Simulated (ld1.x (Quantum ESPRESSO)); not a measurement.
## Before and after: TM potential for iodine (I)

iodine, norm-conserving Troullier–Martins (Kleinman–Bylander form), made with ld1.x (Quantum ESPRESSO) 7.5 (LDA (PZ), scalar-relativistic). Core [Kr] 4d10, reference 5s2 5p5. Waves: 5s (bound): rc 1.30 bohr; 5d channel at 0.4 Ry: rc 1.85 bohr; 5p (bound): rc 2.00 bohr. Local part: the p channel. Core correction: Bessel-smoothed model core, default radius (core density twice the valence density).

Change: wave 5p (bound): rc 2.00 bohr becomes 5p (bound): rc 1.66 bohr.

Cutoffs: the cutoffs (Ry, on a coarse ladder) from which the occupation-weighted sum of valence levels, in a spherical-Bessel basis at the reference potential, stays within 10 and 1 mRy of its value at 400 Ry; they do not see the model core or the augmentation charge, which bear on the density cutoff. Errors are all-electron minus pseudo energies relative to the spin-unpolarised reference configuration.

Question: How do hardness, ghosts and transferability respond?

Answer: The potential gets neither clearly harder nor softer (110 Ry and 230 Ry → 110 Ry and 230 Ry); the bound ghosts move from d to d, s; of the 9 tests that both files solve, the error grows in 4 and shrinks in 3 by more than 15 % and 0.3 meV (median size 10.7 → 15.8 meV).

| quantity | base | changed |
| --- | --- | --- |
| cutoff, loose | 110 Ry | 110 Ry |
| cutoff, tight | 230 Ry | 230 Ry |
| loose cutoff by channel (10 mRy a level) | s 50 Ry, p 15 Ry | s 50 Ry, p 30 Ry |
| bound ghosts | d | d, s |
| error for 5s2 5p4, meV [ΔE 11.30 eV] | -3.0 | -3.2 |
| error for 5s2 5p3, meV [ΔE 31.37 eV] | -11 | -16 |
| error for 5s2 5p2, meV [ΔE 60.98 eV] | -34 | -61 |
| error for 5s2 5p1, meV [ΔE 100.78 eV] | -92 | -187 |
| error for 5s2 5p4.5, meV [ΔE 4.61 eV] | -1.3 | -1.2 |
| error for 5s1 5p6, meV [ΔE 10.51 eV] | -30 | -22 |
| error for 5s1 5p5, meV [ΔE 22.37 eV] | -33 | -24 |
| error for 5s2 5p5 (spin-polarised), meV [ΔE -0.12 eV] | +0.9 | -0.1 |
| error for 5s2 5p4 (spin-polarised), meV [ΔE 10.74 eV] | +0.6 | -5.5 |

 A true bound ghost makes a file unfit for plane-wave use even where its test errors are small: the radial tests pick states by their node count and pass the ghost by.
